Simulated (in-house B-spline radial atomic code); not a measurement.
A fraction x of an electron is removed from 2p in the chlorine ion Cl²⁺, starting from [Ne] 3s2 3p3 and keeping the highest spin. Computed with an all-electron radial atomic-structure program (B-spline basis): scalar-relativistic (X2C) TPSSh, spin-polarised, spherical fractional occupations, Fermi nucleus of rms radius 3.3654 fm.

Caution: exact exchange at fractional occupations of open shells leaves self-interaction of up to several eV.

| x | E(x) - E(0) (eV) | 2p down level (eV) |
| --- | --- | --- |
| 0 | 0.0000 | -222.194 |
| 0.12 | 26.9348 | -226.726 |
| 0.14 | 31.4769 | -227.485 |
| 0.33 | 75.3878 | -234.751 |
| 0.41 | 94.2913 | -237.839 |
| 0.5 | ? | ? |
| 0.58 | 135.2853 | -244.455 |
| 0.68 | 159.9268 | -248.380 |
| 0.79 | 187.4873 | -252.725 |
| 0.9 | ? | ? |
| 1 | 241.4367 | -261.095 |

(1) What belongs in the row x = 0.5?

(2) What belongs in the row x = 0.9?

(3) Check Janak's theorem between x = 0.12 and 0.14.

Results:

(1) An energy change of 115.8539 eV; 2p down at -241.333 eV.

(2) An energy change of 215.5273 eV; 2p down at -257.097 eV.

(3) The slope of the energy is 227.10 eV; the orbital levels give 227.11 eV (-ε of the emptying orbital, averaged over the two points).
